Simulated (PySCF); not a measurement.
Species: C2H8N2OSi.
Bonds: C1–C2, C2–O3 (double), C2–N4, N4–Si5, Si5–N6. Hydrogens: H7, H8, H9 on C1; H10 on N4; H11, H12 on Si5; H13, H14 on N6.

A PySCF run (density fitting, gas phase, GFN2-xTB geometry) gave HOMO -5.66 eV, LUMO -0.51 eV, dipole 2.01 D and E = -555.050 Eh.

Question: Which of these levels was it?
A. BP86/def2-SVP
B. B97-D/cc-pVDZ
C. PBE0/pcSseg-1
D. PBE0/def2-SVPD
E. LC-wPBE/pcSseg-1

Answer: A. It is BP86/def2-SVP. All candidates on this geometry:

```csv
level and settings,kind,basis functions,SCF cycles,E (Eh),HOMO (eV),LUMO (eV),dipole (D)
BP86/def2-SVP,GGA,128,15,-555.0497,-5.66,-0.51,2.01
"B97-D/cc-pVDZ, start guess huckel",GGA,128,17,-555.1245,-5.50,-0.27,2.00
PBE0/def2-SVPD,global hybrid,191,14,-554.6320,-7.43,0.13,2.35
PBE0/pcSseg-1,global hybrid,149,14,-554.8567,-7.32,0.37,2.23
LC-wPBE/pcSseg-1,range-separated hybrid,149,14,-555.0351,-10.16,2.71,2.26
```

The nearest other candidate, by the summed differences of HOMO and LUMO, is B97-D/cc-pVDZ: its HOMO differs by +0.16 eV and its LUMO by +0.24 eV. B97-D ran without the empirical dispersion term, which would shift the total energy alone. Cycle counts include a coarse-grid stage where the run had one.

The values belong to the conformer `[CH3:1][C:2](=[O:3])[NH:4][SiH2:5][NH2:6]`: C1–C2–N4–Si5 -179°, C2–N4–Si5–N6 -64°, H–N6–Si5–N4 52°, H–N6–Si5–N4 -174°.
